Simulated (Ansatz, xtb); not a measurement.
## C2H5FSi: where a starting geometry ends

The starting geometry of this gas-phase singlet was built from a drawn formula by distance geometry and a force field; its bonds are those of `[CH][SiH2]CF`.

```xyz
9

C     0.5538   -3.1186   -0.0699
C     3.1219   -1.3756    0.2468
F     3.7922   -0.4743    1.0526
Si    1.4872   -1.8369    0.9469
H     0.0402   -3.7583   -0.6796
H     1.6358   -2.4019    2.3428
H     0.6570   -0.6375    1.1177
H     3.0187   -0.9359   -0.7305
H     3.7555   -2.2652    0.1686
```

Task: Where would you expect an optimisation with r2SCAN-D4/def2-SVP to take it?

Result: It rearranges to `C=[SiH]CF`. Contacts that open: Si4–H6 (1.51 → 2.48 Å). Contacts that close: C1–H6 (2.74 → 1.09 Å).

The energy falls by 3.96 eV over 29 steps:

```csv
step,E − E(last) (eV)
1,3.960
4,3.542
7,3.193
10,2.487
13,1.443
17,0.231
20,0.054
23,0.010
26,0.000
29,0.000
```

Final geometry (Å):

| atom | x (Å) | y (Å) | z (Å) |
| --- | --- | --- | --- |
| C | 0.7217 | -3.0793 | 0.7322 |
| C | 3.2081 | -1.2323 | 0.0671 |
| F | 4.0168 | -0.5932 | 1.0027 |
| Si | 1.4964 | -1.5562 | 0.8107 |
| H | 1.1945 | -3.9542 | 0.2739 |
| H | -0.2806 | -3.2486 | 1.1387 |
| H | 0.8797 | -0.3609 | 1.4399 |
| H | 3.1480 | -0.5934 | -0.8337 |
| H | 3.6777 | -2.1861 | -0.2362 |

From the same start GFN2-xTB ends elsewhere, at `FCC=[SiH2]`.

The end wasn't checked by frequencies. Run with Ansatz 0.2.0, 78 s on 2 threads of Arm Neoverse N1 (shared host).
